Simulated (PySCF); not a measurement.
Species: C8H7FOS.
Numbering: `[CH3:1][S:2][c:3]1[cH:4][cH:5][c:6]([C:7](=[O:8])[F:9])[cH:10][cH:11]1` (hydrogens: H12, H13, H14 on C1; H15 on C4; H16 on C5; H17 on C10; H18 on C11)

The same species was optimised twice, with GFN2-xTB and with PBE0-D3(BJ)/def2-SVP (PySCF), and the same property calculations (PySCF, gas phase) were run on both structures.

| coordinate | GFN2-xTB | PBE0-D3(BJ)/def2-SVP | change |
| --- | --- | --- | --- |
| C7–F9 (Å) | 1.373 | 1.345 | -0.028 |
| C1–S2 (Å) | 1.816 | 1.798 | -0.018 |
| C6–C7 (Å) | 1.455 | 1.471 | +0.016 |
| C4–C5 (Å) | 1.377 | 1.388 | +0.011 |
| C10–C11 (Å) | 1.374 | 1.384 | +0.010 |
| C3–C4 (Å) | 1.394 | 1.404 | +0.010 |
| C3–C11 (Å) | 1.398 | 1.407 | +0.009 |
| C6–C10 (Å) | 1.399 | 1.402 | +0.003 |
| C5–C6 (Å) | 1.397 | 1.399 | +0.002 |
| S2–C3 (Å) | 1.753 | 1.752 | -0.001 |
| C7=O8 (Å) | 1.187 | 1.188 | +0.001 |
| O8–C7–F9 (°) | 118.5 | 120.2 | +1.7 |
| C6–C7–O8 (°) | 129.3 | 127.5 | -1.8 |
| C1–S2–C3 (°) | 104.4 | 103.6 | -0.8 |
| C4–C3–C11 (°) | 119.6 | 119.2 | -0.4 |
| S2–C3–C4 (°) | 124.2 | 124.5 | +0.3 |
| C3–C4–C5 (°) | 119.8 | 120.0 | +0.2 |
| C6–C10–C11 (°) | 119.9 | 120.2 | +0.3 |
| S2–C3–C11 (°) | 116.2 | 116.3 | +0.1 |
| C1–S2–C3–C4 (°) | 0 | -1 | -1 |
| C5–C6–C7–O8 (°) | 1 | 0 | -1 |

Rotational constants: A = 3081, B = 444.8, C = 389.7 MHz (GFN2-xTB) against A = 3068, B = 443.5, C = 388.5 MHz (PBE0-D3(BJ)/def2-SVP). Point groups within 0.08 Å: Cs and Cs.

On the GFN2-xTB structure: HOMO (eV) -6.74 [PBE0/pcSseg-1]; LUMO (eV) -1.91 [PBE0/pcSseg-1]; dipole (D) 4.94 [PBE0/pcSseg-1]; GIAO shielding of C1 (ppm) 168.3 [PBE0/pcSseg-1]; GIAO shielding of S2 (ppm) 468.7 [PBE0/pcSseg-1]; GIAO shielding of C3 (ppm) 27.9 [PBE0/pcSseg-1]; GIAO shielding of C4/C11 (mean) (ppm) 59.1 [PBE0/pcSseg-1]; GIAO shielding of C5/C10 (mean) (ppm) 47.6 [PBE0/pcSseg-1]; GIAO shielding of C6 (ppm) 62.9 [PBE0/pcSseg-1]; GIAO shielding of C7 (ppm) 21.1 [PBE0/pcSseg-1]; GIAO shielding of O8 (ppm) -84.9 [PBE0/pcSseg-1].

Q: What do these properties become on the PBE0-D3(BJ)/def2-SVP structure?

A: 
| property | level | on GFN2-xTB | on PBE0-D3(BJ)/def2-SVP | change |
| --- | --- | --- | --- | --- |
| HOMO (eV) | PBE0/pcSseg-1 | -6.74 | -6.71 | +0.03 |
| LUMO (eV) | PBE0/pcSseg-1 | -1.91 | -1.85 | +0.06 |
| dipole (D) | PBE0/pcSseg-1 | 4.94 | 4.62 | -0.32 |
| energy, GFN2-xTB geometry as zero (kcal/mol) | PBE0/pcSseg-1 | 0.0 | -0.5 | -0.5 |
| GIAO shielding of C1 (ppm) | PBE0/pcSseg-1 | 168.3 | 167.4 | -0.9 |
| GIAO shielding of S2 (ppm) | PBE0/pcSseg-1 | 468.7 | 474.4 | +5.7 |
| GIAO shielding of C3 (ppm) | PBE0/pcSseg-1 | 27.9 | 27.1 | -0.8 |
| GIAO shielding of C4/C11 (mean) (ppm) | PBE0/pcSseg-1 | 59.1 | 56.7 | -2.4 |
| GIAO shielding of C5/C10 (mean) (ppm) | PBE0/pcSseg-1 | 47.6 | 46.3 | -1.3 |
| GIAO shielding of C6 (ppm) | PBE0/pcSseg-1 | 62.9 | 60.3 | -2.6 |
| GIAO shielding of C7 (ppm) | PBE0/pcSseg-1 | 21.1 | 21.4 | +0.3 |
| GIAO shielding of O8 (ppm) | PBE0/pcSseg-1 | -84.9 | -82.4 | +2.5 |

The heavy atoms differ by 0.016 Å rms after alignment. Among bonds between heavy atoms C7–F9 changes most (-0.028 Å). Changes are differences of the printed values. Neither structure is proved a minimum here.

Conformer computed: `[CH3:1][S:2][c:3]1[cH:4][cH:5][c:6]([C:7](=[O:8])[F:9])[cH:10][cH:11]1`: C1–S2–C3–C4 -1°, C5–C6–C7–O8 0°.
